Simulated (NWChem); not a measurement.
Molecule: SnCl4; SMILES [Cl][Sn]([Cl])([Cl])[Cl]

```xyz
5

Cl    -0.7767    -1.7246    -1.3376
Sn     0.0000     0.0000     0.0000
Cl     0.7767     1.7246    -1.3376
Cl     1.7246    -0.7767     1.3376
Cl    -1.7246     0.7767     1.3376
```
Atoms are numbered in this order, from 1.

The geometry was optimised at PBE0/def2-SVP. Not confirmed as a minimum by frequencies. def2 effective core potentials on Sn; no spin-orbit coupling.

Task: List the 4 lowest vertical singlet excitations from PBE0/def2-SVPD with def2 effective core potentials on Sn, TDA (NWChem).

Result: 
```
state  energy (eV)  oscillator strength  leading excitation (squared amplitude)
-----  -----------  -------------------  --------------------------------------
S1            4.76                0.000                      HOMO → LUMO (0.99)
S2            4.76                0.000                    HOMO−1 → LUMO (0.99)
S3            4.76                0.000                    HOMO−2 → LUMO (0.99)
S4            5.25                0.065                    HOMO−3 → LUMO (0.94)
```
